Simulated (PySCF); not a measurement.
SMILES C=[C]C (C₃H₅), doublet, B3LYP/def2-SVP optimised geometry.

```
8

C      0.86    -0.61     0.00
C      0.15     0.50     0.00
C     -1.24     0.98     0.00
H      1.95    -0.61     0.00
H      0.37    -1.60     0.00
H     -1.95     0.13     0.00
H     -1.45     1.60     0.89
H     -1.45     1.60    -0.89
```

Density from unrestricted B3LYP/def2-TZVP (PySCF) at that geometry.

Minimum of the electron density along straight lines between bonded atoms, close to the bond critical point (lines longer than 1.1 times the sum of covalent radii, or with two minima, are not listed):

```json
[
 {"bond": "C1–C2", "length / Å": "1.315", "ρ at the minimum / e bohr⁻³": "___", "∇²ρ there / e bohr⁻⁵": "-1.08", "position (fraction from the first atom)": "0.48"},
 {"bond": "C2–C3", "length / Å": "1.469", "ρ at the minimum / e bohr⁻³": "0.270", "∇²ρ there / e bohr⁻⁵": "___", "position (fraction from the first atom)": "0.52"},
 {"bond": "C1–H4", "length / Å": "1.097", "ρ at the minimum / e bohr⁻³": "0.274", "∇²ρ there / e bohr⁻⁵": "-0.95", "position (fraction from the first atom)": "0.65"},
 {"bond": "C1–H5", "length / Å": "1.104", "ρ at the minimum / e bohr⁻³": "0.267", "∇²ρ there / e bohr⁻⁵": "-0.89", "position (fraction from the first atom)": "0.64"},
 {"bond": "C3–H6", "length / Å": "1.110", "ρ at the minimum / e bohr⁻³": "0.265", "∇²ρ there / e bohr⁻⁵": "-0.88", "position (fraction from the first atom)": "0.64"},
 {"bond": "C3–H7", "length / Å": "1.103", "ρ at the minimum / e bohr⁻³": "0.271", "∇²ρ there / e bohr⁻⁵": "-0.91", "position (fraction from the first atom)": "0.64"},
 {"bond": "C3–H8", "length / Å": "1.103", "ρ at the minimum / e bohr⁻³": "0.271", "∇²ρ there / e bohr⁻⁵": "-0.91", "position (fraction from the first atom)": "0.64"}
]
```

**Question.** Some entries are withheld; supply them.

**Answer.** 
- C1–C2, ρ at the minimum / e bohr⁻³: 0.358
- C2–C3, ∇²ρ there / e bohr⁻⁵: -0.73
